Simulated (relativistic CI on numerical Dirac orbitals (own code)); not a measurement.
Ru²⁺: L2,3 absorption edge

Computed with this model: Dirac-Coulomb-Breit CI, orbitals from a KLI potential per configuration, model QED (radiative potential, 1s self-energy scaled to tabulated hydrogen-like ionisation energies), multiplet model of core-to-valence dipole absorption, unscaled Slater integrals; configurations [Kr] 4d6 → [He] 2s2 2p5 3s2 3p6 3d10 4s2 4p6 4d7; 10 K; Lorentzian 2.4 eV and Gaussian 0.5 eV FWHM. Energies are those of the free ion, without screening or charge transfer. The branching ratio is the share of the lower-energy edge in the whole absorption, uncertain by about 0.02 where the edges overlap. S is read from ⟨S²⟩ = S(S + 1).

Field parameters in Wybourne normalisation: Oh B⁴₀ = 21Dq, B⁴₄ = √(5/14) B⁴₀. The field is a parameter set, without covalency.

Case Oh, 10Dq = 10650 cm⁻¹, the dichroism is that of the ground state at zero temperature, magnetised by exchange field 10 meV on Sz. The dichroism I(Δm = −1) − I(Δm = +1), over the sum of the three polarisations, integrates to -0.1469 on the lower edge and 0.0518 on the upper edge. The branching ratio is 0.773.

Task: Use the orbital sum rule with 4 holes to get ⟨Lz⟩.

Result: For a p → d edge ⟨Lz⟩ = 2 × n_h × (sum of both integrals) in this sign convention = -0.76; the ground state itself has ⟨Lz⟩ = -0.71 and ⟨Sz⟩ = -1.61. The rule assumes one radial integral for both edges, which relativistic orbitals only approach.
